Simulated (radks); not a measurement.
Values are calculated unless marked as measured or tabulated.
Valence configurations of the tin ion Sn2+ (all share [Kr]). Level of theory: scalar-relativistic Kohn-Sham, PBEsol, spin-polarised, spherical densities, finite nucleus; open shells are filled with parallel spins first (spin-orbit coupling, left out, can overturn this in heavy ions); Fermi nuclear charge, rms radius 4.6519 fm (a radial shooting solver on a logarithmic mesh with Libxc functionals). Energies are relative to 4d10 5s2; eigenvalues in eV for spin up.

4d10 5s2: E (eV) 0.000; moment (Bohr magnetons) 0; e(4d) -43.205; e(5s) -26.160
4d10 5s1 5p1: E (eV) 7.384; moment (Bohr magnetons) 2; e(4d) -44.712; e(5p) -19.356; e(5s) -27.876
4d10 5s1.5 5p0.5: E (eV) 3.933; moment (Bohr magnetons) 1; e(4d) -43.991; e(5p) -18.649; e(5s) -27.080
4d9.5 5s2 5p0.5: E (eV) 13.104; moment (Bohr magnetons) 1; e(4d) -46.629; e(5p) -19.117; e(5s) -27.816
4d9 5s2 5p1: E (eV) 27.034; moment (Bohr magnetons) 2; e(4d) -50.025; e(5p) -20.321; e(5s) -29.357
4d8 5s2 5p2: E (eV) 57.468; moment (Bohr magnetons) 4; e(4d) -56.766; e(5p) -22.490; e(5s) -32.206
4d8.5 5s2 5p1.5: E (eV) 41.817; moment (Bohr magnetons) 3; e(4d) -53.402; e(5p) -21.437; e(5s) -30.814
4d10 5p2: E (eV) 15.934; moment (Bohr magnetons) 2; e(4d) -46.029; e(5p) -20.067
4d9.5 5s1.5 5p1: E (eV) 16.914; moment (Bohr magnetons) 2; e(4d) -47.356; e(5p) -19.854; e(5s) -28.627
4d9 5s1.5 5p1.5: E (eV) 30.743; moment (Bohr magnetons) 3; e(4d) -50.703; e(5p) -20.970; e(5s) -30.087

NIST lists [Kr] 4d10 5s2 as the ground configuration; this level of theory agrees among the configurations tried. The energies are those of spherical high-spin densities, not of single terms.
